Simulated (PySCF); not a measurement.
Predicted microwave data (PBE0-D3(BJ)/def2-SVP geometry optimisation, gas phase in PySCF 2.14.0) for one isomer of C2H9GeNSi:

```
Rotational constants : A = 4030, B = 1796, C = 1401 MHz
Dipole components    : |μa| = 0.68 D, |μb| = 0.64 D, |μc| = 0.42 D
Inertial defect      : -45.92 u·Å²
κ                    : -0.70
```

Question: Which structure is it? (One computed conformer of each.)
A. `[CH2:1]=[CH:2][N:3]([SiH3:4])[GeH3:5]` with C1–C2–N3–Si4 180°
B. `[CH2:1]=[CH:2][SiH2:3][NH:4][GeH3:5]` with C1–C2–Si3–N4 1°, C2–Si3–N4–Ge5 -91°
C. `[CH2]1[GeH2][Si@H](C)N1`
D. `[CH2:1]=[CH:2][GeH2:3][NH:4][SiH3:5]` with C1–C2–Ge3–N4 -119°, C2–Ge3–N4–Si5 -110°

Answer: C. It is C[Si@@H]1N[CH2][GeH2]1, an asymmetric top, point group C1. The candidates at the same level (rigid rotor, commonest isotopes):

| SMILES | A (MHz) | B (MHz) | C (MHz) | μa (D) | μb (D) | μc (D) | Δ (u·Å²) | point group | rotor |
| --- | --- | --- | --- | --- | --- | --- | --- | --- | --- |
| C[Si@@H]1N[CH2][GeH2]1 | 4030 | 1796 | 1401 | 0.68 | 0.64 | 0.42 | -45.92 | C1 | asymmetric top |
| C=C[SiH2][NH][GeH3] | 4817 | 1110 | 963.5 | 0.17 | 0.64 | 0.72 | -35.81 | C1 | near-prolate asymmetric top |
| C=[CH][GeH2][NH][SiH3] | 6855 | 1125 | 1040 | 1.25 | 0.60 | 0.59 | -37.15 | C1 | near-prolate asymmetric top |
| C=C[N]([SiH3])[GeH3] | 2807 | 1929 | 1176 | 0.22 | 0.64 | 0.00 | -12.27 | Cs | asymmetric top |

`C=C[N]([SiH3])[GeH3]` has A 30 % too low; `C=C[SiH2][NH][GeH3]` has B 38 % too low; `C=[CH][GeH2][NH][SiH3]` has A 70 % too high. No structure here is proved a minimum.
